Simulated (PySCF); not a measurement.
Bonds: B1-P4, B1-P12, P4-B5, B5-P8, P8-B9, B9-P12. B1 carries H2, H3; P4 carries H13, H14; B5 carries H6, H7; P8 carries H15, H16; B9 carries H10, H11; P12 carries H17, H18.

Geometry: PBE0-D3(BJ)/def2-SVP; GIAO shifts from PySCF, gas phase, non-relativistic, averaged over equivalent atoms.

At PBE0/pcSseg-1 (183 basis functions, 33 s wall time on 1 thread of an Arm Neoverse V1, shared host):
```
                  atoms  δ (ppm)
               B1/B5/B9    -46.4
H13/H14/H15/H16/H17/H18     3.83
    H2/H3/H6/H7/H10/H11     1.61
              P4/P8/P12   -139.9
```

Shifts are taken against calculated references (same method and geometry level): 11B (σref 100.73) vs BF3·OEt2; 1H (σref 31.27) vs TMS; 31P (σref 310.13) against H3PO4.

Question: What do these become at KT2/pcSseg-1?

Answer: 
| atoms | δ at KT2/pcSseg-1 | change |
| --- | --- | --- |
| B1/B5/B9 | -45.5 | +0.9 |
| H13/H14/H15/H16/H17/H18 | 3.95 | +0.12 |
| H2/H3/H6/H7/H10/H11 | 1.74 | +0.13 |
| P4/P8/P12 | -137.1 | +2.8 |

Chemical shifts δ = σref − σ; 11B (99.90 ppm) vs BF3·OEt2; TMS for 1H (31.18 ppm); 31P (325.43 ppm) against H3PO4, all at this level.

The largest change is at P4/P8/P12 (phosphorus bonded to 2 B, 2 H). Cost: 183 basis functions, 33 s wall time on 1 thread of an Arm Neoverse V1, shared host.

Experimental scales use liquid or dissolved standards, which lie at an offset from isolated H3PO4.
